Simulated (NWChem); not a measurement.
Species: CH$_{9}$NSi$_{2}$; SMILES N[SiH2]C[SiH3]

```xyz
13

Si     0.0530     2.1081     0.0731
C     -0.7352     0.4047    -0.1419
Si     0.4724    -1.0421    -0.0851
N     -0.3949    -2.5286     0.1855
H     -0.9315     3.1949    -0.1918
H      1.1965     2.2912    -0.8640
H      0.5634     2.2759     1.4613
H     -1.4826     0.2637     0.6499
H     -1.2767     0.3892    -1.0977
H      1.4131    -0.9133     1.0617
H      1.2893    -0.9922    -1.3392
H     -1.0761    -2.8372    -0.4994
H      0.1241    -3.3244     0.5395
```
Atoms are numbered in this order, from 1.

All runs: NWChem. Pople sets run with spherical d functions. Structure relaxed at the B3LYP/6-31G* (spherical d) level. B3LYP is NWChem's, with the RPA form of VWN correlation. Ions are spin-unrestricted doublets at the neutral geometry; other ion states weren't tried.

Question: Order these by “−ε(HOMO) (eV)”, lowest first: B3LYP/6-31+G*; PBE0/6-31+G*; BHandHLYP/6-31+G*.

Answer: B3LYP/6-31+G* (7.09), PBE0/6-31+G* (7.34), BHandHLYP/6-31+G* (8.66)
